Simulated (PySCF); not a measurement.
Isomers of C8H9O2P.

All values: PBE0/pcSseg-1 (PySCF) at GFN2-xTB geometries, gas phase, one conformer each.

Question: Rank by the highest IAO charge on any atom, lowest value first.
A. `[O:1]=[P:2]1([c:3]2[cH:4][cH:5][cH:6][o:7]2)[CH2:8][CH:9]=[CH:10][CH2:11]1` with O1–P2–C3–C4 -7°, O1–P2–C8–C9 -149°, P2–C8–C9–C10 18°, C9–C10–C11–P2 -18°, O1–P2–C11–C10 149°
B. `[CH3:1][C:2](=[O:3])[c:4]1[p:5][cH:6][o:7][c:8]1[CH:9]1[CH2:10][CH2:11]1` with C1–C2–C4–P5 1°, O7–C8–C9–C10 34°
C. `[CH3:1][O:2][c:3]1[cH:4][c:5]([CH3:6])[cH:7][c:8]([CH:9]=[O:10])[p:11]1` with C1–O2–C3–C4 180°, C7–C8–C9–O10 1°
D. `[CH3:1][O:2][C:3](=[O:4])[c:5]1[cH:6][cH:7][c:8]([CH3:9])[cH:10][p:11]1` with C1–O2–C3–O4 0°, O2–C3–C5–C6 180°

Answer: C (+0.261 e), B (+0.382 e), D (+0.511 e), A (+1.534 e).

Question: Rank by LUMO energy, lowest first.
A. `[O:1]=[P:2]1([c:3]2[cH:4][cH:5][cH:6][o:7]2)[CH2:8][CH:9]=[CH:10][CH2:11]1` with O1–P2–C3–C4 -7°, O1–P2–C8–C9 -149°, P2–C8–C9–C10 18°, C9–C10–C11–P2 -18°, O1–P2–C11–C10 149°
B. `[CH3:1][O:2][c:3]1[cH:4][c:5]([CH3:6])[cH:7][c:8]([CH:9]=[O:10])[p:11]1` with C1–O2–C3–C4 180°, C7–C8–C9–O10 1°
C. `[CH3:1][C:2](=[O:3])[c:4]1[p:5][cH:6][o:7][c:8]1[CH:9]1[CH2:10][CH2:11]1` with C1–C2–C4–P5 1°, O7–C8–C9–C10 34°
D. `[CH3:1][O:2][C:3](=[O:4])[c:5]1[cH:6][cH:7][c:8]([CH3:9])[cH:10][p:11]1` with C1–O2–C3–O4 0°, O2–C3–C5–C6 180°

Answer: B (-2.30 eV), D (-2.00 eV), C (-1.44 eV), A (-0.60 eV).

Question: Rank by the highest Hirshfeld charge on any atom, highest value first.
A. `[O:1]=[P:2]1([c:3]2[cH:4][cH:5][cH:6][o:7]2)[CH2:8][CH:9]=[CH:10][CH2:11]1` with O1–P2–C3–C4 -7°, O1–P2–C8–C9 -149°, P2–C8–C9–C10 18°, C9–C10–C11–P2 -18°, O1–P2–C11–C10 149°
B. `[CH3:1][C:2](=[O:3])[c:4]1[p:5][cH:6][o:7][c:8]1[CH:9]1[CH2:10][CH2:11]1` with C1–C2–C4–P5 1°, O7–C8–C9–C10 34°
C. `[CH3:1][O:2][C:3](=[O:4])[c:5]1[cH:6][cH:7][c:8]([CH3:9])[cH:10][p:11]1` with C1–O2–C3–O4 0°, O2–C3–C5–C6 180°
D. `[CH3:1][O:2][c:3]1[cH:4][c:5]([CH3:6])[cH:7][c:8]([CH:9]=[O:10])[p:11]1` with C1–O2–C3–C4 180°, C7–C8–C9–O10 1°

Answer: A (+0.431 e), C (+0.193 e), B (+0.151 e), D (+0.107 e).

All values together:

```json
{"SMILES": "O=P1(c2ccco2)CC=CC1", "μ (D)": "3.82", "HOMO (eV)": "-7.03", "LUMO (eV)": "-0.60", "lowest IAO charge (e)": "-0.907 (O)", "highest IAO charge (e)": "+1.534 (P)", "lowest Hirshfeld charge (e)": "-0.402 (O)", "highest Hirshfeld charge (e)": "+0.431 (P)"}
{"SMILES": "COc1cc(C)cc(C=O)p1", "μ (D)": "3.75", "HOMO (eV)": "-6.91", "LUMO (eV)": "-2.30", "lowest IAO charge (e)": "-0.426 (C)", "highest IAO charge (e)": "+0.261 (P)", "lowest Hirshfeld charge (e)": "-0.226 (O)", "highest Hirshfeld charge (e)": "+0.107 (C)"}
{"SMILES": "CC(=O)c1pcoc1C1CC1", "μ (D)": "1.98", "HOMO (eV)": "-6.79", "LUMO (eV)": "-1.44", "lowest IAO charge (e)": "-0.477 (C)", "highest IAO charge (e)": "+0.382 (C)", "lowest Hirshfeld charge (e)": "-0.229 (O)", "highest Hirshfeld charge (e)": "+0.151 (C)"}
{"SMILES": "COC(=O)c1ccc(C)cp1", "μ (D)": "1.99", "HOMO (eV)": "-7.25", "LUMO (eV)": "-2.00", "lowest IAO charge (e)": "-0.470 (O)", "highest IAO charge (e)": "+0.511 (C)", "lowest Hirshfeld charge (e)": "-0.257 (O)", "highest Hirshfeld charge (e)": "+0.193 (C)"}
{"SMILES": "COC(=O)c1cccc(C)p1", "μ (D)": "1.95", "HOMO (eV)": "-7.16", "LUMO (eV)": "-2.03", "lowest IAO charge (e)": "-0.467 (O)", "highest IAO charge (e)": "+0.512 (C)", "lowest Hirshfeld charge (e)": "-0.255 (O)", "highest Hirshfeld charge (e)": "+0.194 (C)"}
```

Conformers: `[O:1]=[P:2]1([c:3]2[cH:4][cH:5][cH:6][o:7]2)[CH2:8][CH:9]=[CH:10][CH2:11]1` with O1–P2–C3–C4 -7°, O1–P2–C8–C9 -149°, P2–C8–C9–C10 18°, C9–C10–C11–P2 -18°, O1–P2–C11–C10 149°; `[CH3:1][O:2][c:3]1[cH:4][c:5]([CH3:6])[cH:7][c:8]([CH:9]=[O:10])[p:11]1` with C1–O2–C3–C4 180°, C7–C8–C9–O10 1°; `[CH3:1][C:2](=[O:3])[c:4]1[p:5][cH:6][o:7][c:8]1[CH:9]1[CH2:10][CH2:11]1` with C1–C2–C4–P5 1°, O7–C8–C9–C10 34°; `[CH3:1][O:2][C:3](=[O:4])[c:5]1[cH:6][cH:7][c:8]([CH3:9])[cH:10][p:11]1` with C1–O2–C3–O4 0°, O2–C3–C5–C6 180°; `[CH3:1][O:2][C:3](=[O:4])[c:5]1[cH:6][cH:7][cH:8][c:9]([CH3:10])[p:11]1` with C1–O2–C3–O4 0°, O2–C3–C5–C6 180°.
